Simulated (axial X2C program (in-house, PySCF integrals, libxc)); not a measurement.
Values are calculated unless marked as measured or tabulated.
## AlTi: input and output

Program: an axial X2C code built on PySCF integrals.

The run was started with this input:
```json
{
 "zs": [
  22,
  13
 ],
 "q": 0,
 "bas": [
  "dyall-cv3z",
  "dyall-v3z"
 ],
 "levels": [
  "PBE0",
  "HF",
  "BHandHLYP"
 ],
 "cc": true,
 "r0": 2.62,
 "thr": -2.0,
 "nmax": 90,
 "npts": 10,
 "nst": 2,
 "ntry": 6
}
```
```bash
python so2c.py task.json out
```

Keys: zs atomic numbers; q charge; bas basis sets; levels methods; cc coupled cluster on or off; r0 starting distance in Å; thr threshold in hartree for freezing inner shells (an s shell follows its p shell); nmax most natural virtual spinors; npts points on the curve; nst determinants followed; ntry starts of the search. HF also brings MP2.

Output of the HF step, scalar-relativistic, at R = 2.494 Å for the state M_S = 5/2, Λ = 2. It starts from PBE0 orbitals of this distance.

```
spin-free X2C-1e  HF
basis functions 165  fitting functions 961  grid points 5081
iter        total energy     max residual
   1      -1095.023502533     1.92e-01
   2      -1095.047534310     2.41e-02
   3      -1095.057399313     8.21e-02
   4      -1095.063860466     4.09e-02
   5      -1095.068186869     1.57e-02
   6      -1095.069293091     1.73e-02
   7      -1095.070683616     3.18e-03
   8      -1095.071241320     5.08e-03
   9      -1095.071687642     5.07e-03
  10      -1095.071834460     1.83e-03
  11      -1095.071887085     6.12e-04
  12      -1095.071903336     8.19e-04
  13      -1095.071909788     3.57e-04
  14      -1095.071911672     1.36e-04
  15      -1095.071912462     1.33e-04
  16      -1095.071912842     8.54e-05
  17      -1095.071913046     5.23e-05
  18      -1095.071913174     3.95e-05
  19      -1095.071913280     4.49e-05
  20      -1095.071913368     4.24e-05
  21      -1095.071913419     2.74e-05
  22      -1095.071913436     9.24e-06
  23      -1095.071913440     4.57e-06
  24      -1095.071913441     3.15e-06
  25      -1095.071913441     1.15e-06
converged
one-electron -1627.32933897  Coulomb 531.20031787  exact exchange -59.62640570  xc functional 0.00000000  nuclear repulsion 60.68351336
correlated 15  virtual 253  natural virtual 90  E(MP2) -0.410514095  MP2 remainder -0.029736155
iter   CCSD correlation   residual
   1     -0.399148328   1.52e-01
   2     -0.409783622   7.36e-02
   3     -0.413317285   5.18e-02
   4     -0.415333514   3.74e-02
   5     -0.417615951   2.33e-02
   6     -0.418228462   1.09e-02
   7     -0.418407696   5.32e-03
   8     -0.418497880   3.17e-03
   9     -0.418481134   2.00e-03
  10     -0.418531796   1.17e-03
  11     -0.418527596   5.87e-04
  12     -0.418542611   3.42e-04
  13     -0.418540401   1.86e-04
  14     -0.418541243   1.01e-04
  15     -0.418539983   5.46e-05
  16     -0.418539493   2.98e-05
  17     -0.418539337   1.87e-05
  18     -0.418539301   1.29e-05
  19     -0.418539228   8.21e-06
  20     -0.418539264   4.34e-06
  21     -0.418539194   2.65e-06
  22     -0.418539198   1.64e-06
(T) -0.017701942  T1 0.0974  D1 0.2860  max T2 0.083
```
Energies are in hartree; totals compare only within one Hamiltonian and basis. T1 is large, a sign of multireference character or of a spin-contaminated reference. T1 in the output is the amplitude norm over the root of the electron number; divide by √2 for the Lee–Taylor value.
